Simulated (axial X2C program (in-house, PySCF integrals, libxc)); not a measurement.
**Bond lengths and stretching modes, held linear, of HfOH⁺**

Calculated with an in-house all-electron X2C program for linear molecules (integrals from PySCF): two-component X2C with atomic mean-field Coulomb and Gaunt terms, Gaussian nuclei, basis Hf dyall-v3z, O dyall-av3z, H dyall-v3z with contracted cores. Spin-free rows use the one-electron spin-free X2C Hamiltonian.

Masses Hf 179.947, O 15.995, H 1.008 u. States: 2c Ω = 1 (beyond evenly filled blocks: ω = -1/2, ω = 3/2); spin-free M_S = 0, Λ = 0 (closed shell).

BHandHLYP, 2c: energies above the lowest point

| r(Hf–O) (Å) | r(O–H) (Å) | E (meV) |
| --- | --- | --- |
| 1.7638 | 0.9370 | 64.46 |
| 1.7638 | 0.9610 | 59.66 |
| 1.7638 | 0.9850 | 84.95 |
| 1.8090 | 0.9370 | 3.72 |
| 1.8090 | 0.9610 | 0.00 |
| 1.8090 | 0.9850 | 26.39 |
| 1.8090 | 1.0091 | 78.53 |
| 1.8542 | 0.9370 | 27.57 |
| 1.8542 | 0.9610 | 24.70 |
| 1.8542 | 0.9850 | 51.97 |
| 1.8995 | 0.9610 | 117.63 |
| 1.8995 | 1.0091 | 199.31 |

Fit a quadratic surface with cubic terms in each bond: where is the minimum, and what are the two stretching wavenumbers?

At BHandHLYP, 2c: bonds 1.817 and 0.952 Å; harmonic stretches 834.1 and 3981.7 cm⁻¹; force constants 6.38, 8.85 and coupling 0.13 mdyn/Å.

The other levels and Hamiltonians give:

| Hamiltonian | level | r(Hf–O) (Å) | r(O–H) (Å) | lower stretch (cm⁻¹) | upper stretch (cm⁻¹) |
| --- | --- | --- | --- | --- | --- |
| 2c | PBE0 | 1.809 | 0.960 | 832.9 | 3888.5 |
| 2c | HF | 1.832 | 0.941 | 824.2 | 4132.1 |
| 2c | MP2 | 1.824 | 0.965 | 824.7 | 3837.2 |
| spin-free | PBE0 | 1.784 | 0.964 | 869.7 | 3846.6 |
| spin-free | HF | 1.801 | 0.944 | 874.0 | 4092.7 |
| spin-free | BHandHLYP | 1.789 | 0.955 | 876.0 | 3941.0 |
| spin-free | MP2 | 1.796 | 0.969 | 867.8 | 3787.0 |

Each state is one determinant, the lowest of a limited PBE0 search; the stretches come from a fit to these few points and carry an uncertainty of a few per cent. Other orders of the atoms were not compared. MP2 freezes inner shells (threshold -2 hartree). The molecule was held linear; bending was not examined, so a bent shape may lie lower. Open-shell Ω = 0 determinants with evenly filled partner blocks cannot be reached by this program, so the Ω shown need not be the lowest component. Note: several unpaired electrons, one determinant need not be a pure state.
